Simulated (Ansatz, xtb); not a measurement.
Two structures of H2O3SW

We compare a, a triplet given by its coordinates, with b, a triplet given by its coordinates. Both are isolated molecules in the gas phase, relaxed with PBE0-D4/def2-SVP.

a (Å):

```csv
atom,x (Å),y (Å),z (Å)
O,-1.2315,-1.5229,0.5720
O,1.4430,-0.2204,1.2880
O,0.2136,0.0668,-1.6379
S,-1.3254,1.6822,-0.0883
W,-0.1057,-0.3070,0.2178
H,1.7199,-0.7509,2.0428
H,0.0297,-0.5540,-2.3533
```

Close contacts (Å): O1–W5 1.69, O2–W5 1.88, O3–W5 1.92, S4–W5 2.35, O2–H6 0.96, O3–H7 0.96, W5–H6 2.62, W5–H7 2.59.

b (Å):

```xyz
7

O    -1.4103   -1.0182   -0.1180
O     1.2879   -0.1067    1.0811
O    -0.0816    1.0285   -1.5046
S    -1.6437    1.7146    1.2087
W     0.0898   -0.2338   -0.3694
H     1.8904    0.5617    1.4217
H     0.8760   -1.3989   -1.3460
```

Close contacts (Å): O1–W5 1.71, O2–W5 1.89, O3–W5 1.71, S4–W5 3.05, O2–H6 0.96, W5–H6 2.66, W5–H7 1.71.

Task: Which of the two would you expect CCSD(T)/def2-SVP + ΔMP2/def2-TZVPP electronic energies to favour?

Result: Structure a; the calculation gives E(b) − E(a) = +28.2 kcal/mol.

How the difference moves with the method:

```
                             level          geometry  E(b) − E(a) (kcal/mol)  departure from the last row (kcal/mol)  job, with rough time for the two
                  PBE0-D4/def2-SVP  PBE0-D4/def2-SVP                     +34.6                                    +6.5               optimisation, 7 min
                       HF/def2-SVP  PBE0-D4/def2-SVP                     +36.8                                    +8.6           part of the CCSD(T) run
                      MP2/def2-SVP  PBE0-D4/def2-SVP                      +9.0                                   −19.2           part of the CCSD(T) run
                  CCSD(T)/def2-SVP  PBE0-D4/def2-SVP                     +19.1                                    −9.1                      single point
CCSD(T)/def2-SVP + ΔMP2/def2-TZVPP  PBE0-D4/def2-SVP                     +28.2                                                     single point, 3.9 min
```

The levels shown agree on the order. The largest departure from CCSD(T)/def2-SVP + ΔMP2/def2-TZVPP is that of MP2/def2-SVP, 19.2 kcal/mol. At CCSD(T)/def2-SVP + ΔMP2/def2-TZVPP a singlet with the links of a lies below this triplet. Levels run at GFN2-xTB geometries aren't shown. The last row adds to CCSD(T) the change of the MP2 difference between the two basis sets, here +9.1 kcal/mol, a large step that makes the value less sure. The triplet state of b needn't be its ground state.

With harmonic frequencies from PBE0-D4/def2-SVP (ideal gas, rigid rotor, one conformer each, 298.15 K, 1 atm): the zero-point term adds −1.9 kcal/mol; ΔH is +26.3 and ΔG +25.4 kcal/mol.

Open shells are spin-unrestricted. The correlated steps freeze 8 core orbitals. Atoms past krypton carry core potentials in the def2 sets and no spin–orbit term is included. Codes used: Ansatz 0.2.0; the last row on 2 threads of Arm Neoverse V1 on a shared host.
